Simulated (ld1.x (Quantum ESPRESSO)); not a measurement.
What one change does to a pseudopotential (Sr (Z = 38), TM)

ld1.x (Quantum ESPRESSO) 7.5 input, shortened:

```
&input
   title='Sr', zed=38., rel=2, dft='PBE', iswitch=3,
   config='[Kr] 4d0 5s1 5p1', rel_dist='average'
 /
 &inputp
   pseudotype=2, tm=.true., lloc=-1, rcloc=1.95,
   nlcc=.true., rcore=1.15
 /
3
5S  1  0   1.00   0.00  3.75  3.75  0.0
5P  2  1   1.00   0.00  4.20  4.20  0.0
4D  3  2   0.00   0.00  2.20  2.20  0.0
 &test
   configts(1)='4d0 5s1 5p1'
 /
```

Open shells are filled in proportion to 2j + 1 (rel_dist='average').

All-electron outer shells of the reference configuration (PBE, scalar-relativistic, ld1.x):

| shell | level (eV) | outermost node (bohr) | outermost maximum (bohr) |
| --- | --- | --- | --- |
| 4s | -42.22 | 0.59 | 1.19 |
| 4p | -24.12 | 0.61 | 1.33 |
| 5s | -4.18 | 1.64 | 3.62 |
| 4d | -2.17 | 0.65 | 2.04 |
| 5p | -1.83 | 1.95 | 4.77 |

Change: wave 5s (bound): rc 3.75 bohr becomes 5s (bound): rc 5.48 bohr.

Cutoffs: the cutoffs (Ry, on a coarse ladder) from which the occupation-weighted sum of valence levels, in a spherical-Bessel basis at the reference potential, stays within 10 and 1 mRy of its value at 400 Ry; they do not see the model core or the augmentation charge, which bear on the density cutoff. Errors are all-electron minus pseudo energies relative to the spin-unpolarised reference configuration.

Problem. How do hardness, ghosts and transferability respond?

Solution. Both files are very soft, the changed one slightly softer (loose and tight cutoff 6 and 8 Ry → 6 and 6 Ry on this coarse ladder); both files keep a bound ghost (p, s); of the 6 tests that both files solve, the error grows in 4 and shrinks in 2 by more than 15 % and 0.3 meV (median size 19.2 → 37.6 meV).

```tsv
quantity	base	changed
cutoff, loose	6 Ry	6 Ry
cutoff, tight	8 Ry	6 Ry
bound ghosts	s, p3/2, p1/2	s, p3/2, p1/2
tests counted (converged, no solver errors)	6 of 7	6 of 7
error for 4d0 5s2 5p0, meV [ΔE -2.30 eV]	-7.4	-31
error for 4d0 5s1 5p0, meV [ΔE 3.59 eV]	+0.1	+1.7
error for 4d0 5s1.5 5p0, meV [ΔE 0.04 eV]	-3.9	-15
error for 4d0.5 5s1.5 5p0, meV [ΔE -1.15 eV]	-31	-44
error for 4d1 5s1 5p0, meV [ΔE 0.03 eV]	-66	-55
error for 4d1 5s0 5p0, meV [ΔE 5.35 eV]	-101	-51
```

Base: The cutoffs count occupied waves only; the empty 4d level needs 18 Ry at the loose tolerance. Tests not counted: 4d0 5s0 5p1 (solver errors, printed error -616 meV). Changed file: The cutoffs count occupied waves only; the empty 4d level needs 18 Ry at the loose tolerance. Tests not counted: 4d0 5s0 5p1 (pseudo-atom not self-consistent, printed error +822 meV). A true bound ghost makes a file unfit for plane-wave use even where its test errors are small: the radial tests pick states by their node count and pass the ghost by.
